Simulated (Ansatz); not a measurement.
A structure relaxed at PBE0-D4/def2-TZVP, charge 0, multiplicity 1:

| atom | x (Å) | y (Å) | z (Å) |
| --- | --- | --- | --- |
| C1 | -1.342 | 0.578 | -0.928 |
| Al2 | -1.022 | -1.075 | 0.057 |
| S3 | 0.854 | -1.400 | 1.110 |
| C4 | 1.796 | 0.125 | 0.789 |
| H5 | -0.604 | 0.724 | -1.723 |
| H6 | -2.332 | 0.574 | -1.392 |
| H7 | -1.286 | 1.455 | -0.275 |
| H8 | -2.056 | -2.270 | 0.169 |
| H9 | 2.724 | -0.136 | 0.281 |
| H10 | 2.032 | 0.599 | 1.740 |
| H11 | 1.238 | 0.826 | 0.171 |

(1) Give its formula and SMILES.

(2) Point group (tolerance 0.08 Å, 0.16 Å for H)?

(3) Summarise the bond lengths by kind.

## Answers

(1) C2H7AlS, `[CH3][AlH][S]C`.

(2) Cs.

(3) 1 × Al–C 1.951 Å; 6 × C–H 1.089 to 1.095 Å; 1 × Al–S 2.176 Å; 1 × Al–H 1.584 Å; 1 × C–S 1.821 Å.

Computed with Ansatz.
